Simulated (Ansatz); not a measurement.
Total energies of C$_{2}$H$_{6}$Zn, SMILES `C[CH2][ZnH]`.

```xyz
9

C    -0.873    0.726    0.094
C     0.279   -0.029   -0.570
Zn    1.230   -1.292    0.580
H    -1.645    0.049    0.468
H    -1.364    1.416   -0.602
H    -0.534    1.322    0.946
H     1.014    0.682   -0.965
H    -0.089   -0.583   -1.441
H     1.983   -2.291    1.490
```

Total charge 0; spin multiplicity 1. For Zn the d shell is correlated and the shells below it are frozen. Scalar relativity is left out up to krypton. The geometry is a stationary point of PBE0-D4/def2-TZVP. Basis def2-TZVPP, Ansatz 0.2.0.

RPA on PBE orbitals: Hartree–Fock energy of these orbitals -1856.97005 Eh, correlation -1.28470 Eh (frozen core).

| functional | energy without D4 (Eh) | D4 term (kJ/mol) |
| --- | --- | --- |
| LDA (SPW92) | -1855.55351 | – |
| B97M-V | -1858.87027 | – |

(1) Give the same for PBE, revPBE, BLYP, r2SCAN, PBE0, B3LYP, r2SCANh, r2SCAN0, HSE06 (plane-wave form), BHLYP, CAM-B3LYP, LC-ωPBE, ωB97X-V, ωB97M-V, B2PLYP, PBE-QIDH. (An estimate is asked.)

B3LYP takes the VWN-RPA correlation (the form of Gaussian; ORCA's B3LYP/G). HSE06 is the plane-wave form, built on full-range PBE exchange. The double hybrids freeze the cores in their second-order part.

Answers

(1) Computed: 
```json
{"functional": "PBE", "energy without D4 (Eh)": "-1858.83705", "D4 term (kJ/mol)": "-12.8"}
{"functional": "revPBE", "energy without D4 (Eh)": "-1859.08039", "D4 term (kJ/mol)": "-43.6"}
{"functional": "BLYP", "energy without D4 (Eh)": "-1859.25789", "D4 term (kJ/mol)": "-28.9"}
{"functional": "r2SCAN", "energy without D4 (Eh)": "-1859.15571", "D4 term (kJ/mol)": "-3.1"}
{"functional": "PBE0", "energy without D4 (Eh)": "-1858.87108", "D4 term (kJ/mol)": "-10.7"}
{"functional": "B3LYP", "energy without D4 (Eh)": "-1859.28402", "D4 term (kJ/mol)": "-20.6"}
{"functional": "r2SCANh", "energy without D4 (Eh)": "-1859.13691", "D4 term (kJ/mol)": "-3.3"}
{"functional": "r2SCAN0", "energy without D4 (Eh)": "-1859.11028", "D4 term (kJ/mol)": "-3.6"}
{"functional": "HSE06 (plane-wave form)", "energy without D4 (Eh)": "-1858.86389", "D4 term (kJ/mol)": "-9.9"}
{"functional": "BHLYP", "energy without D4 (Eh)": "-1859.12475", "D4 term (kJ/mol)": "-15.0"}
{"functional": "CAM-B3LYP", "energy without D4 (Eh)": "-1859.28669", "D4 term (kJ/mol)": "-10.7"}
{"functional": "LC-ωPBE", "energy without D4 (Eh)": "-1858.94865", "D4 term (kJ/mol)": "–"}
{"functional": "ωB97X-V", "energy without D4 (Eh)": "-1859.03059", "D4 term (kJ/mol)": "–"}
{"functional": "ωB97M-V", "energy without D4 (Eh)": "-1859.06834", "D4 term (kJ/mol)": "–"}
{"functional": "B2PLYP", "energy without D4 (Eh)": "-1858.86147", "D4 term (kJ/mol)": "–"}
{"functional": "PBE-QIDH", "energy without D4 (Eh)": "-1858.61353", "D4 term (kJ/mol)": "–"}
```

LC-ωPBE has ω = 0.4 bohr⁻¹.
